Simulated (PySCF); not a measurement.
Ruthenium: a sound run and one with changed settings

Sound run: Ru⁺ [Kr] 4d7, Ru²⁺ [Kr] 4d6. All numbers are calculated (PySCF 2.14, a scalar-relativistic core potential, in def2-SVP with the def2 core potential (28 electrons) (5s3p2d1f, 31 functions)). In the sound run the correlated levels freeze 4s2 4p6 outside the core potential. The sound run starts from symmetry-adapted Hartree-Fock orbitals and uses a fine grid where one is needed.

Changed run: initial guess minao, at most 50 SCF cycles.

| species | method | sound run (hartree) | changed run (hartree) | converged |
| --- | --- | --- | --- | --- |
| Ru⁺ | UHF | -93.86585 | -93.86585 | yes |
| Ru⁺ | M06-2X | -94.41036 | -94.40315 | no |
| Ru⁺ | PBE | -94.50531 | -94.50531 | yes |
| Ru⁺ | MP2 | -93.96161 | -93.96161 | yes |
| Ru²⁺ | UHF | -93.31788 | -93.31788 | yes |
| Ru²⁺ | M06-2X | -93.78406 | -93.78406 | yes |
| Ru²⁺ | PBE | -93.88058 | -93.88058 | yes |
| Ru²⁺ | MP2 | -93.38111 | -93.38111 | yes |

Ionisation energy of Ru⁺:

```
 method  sound run (eV)  changed run (eV)
    UHF          14.911            14.911
    PBE          17.000            17.000
    MP2          15.796            15.796
SCS-MP2          15.879            15.879
```

A plain start with occupations fixed only by D2h representation lets s and d (or p and f) orbitals of one representation trade places, so the SCF can reach the same state, another state or none.

For comparison, NIST gives 16.76 ± 0.06 eV between the lowest levels.
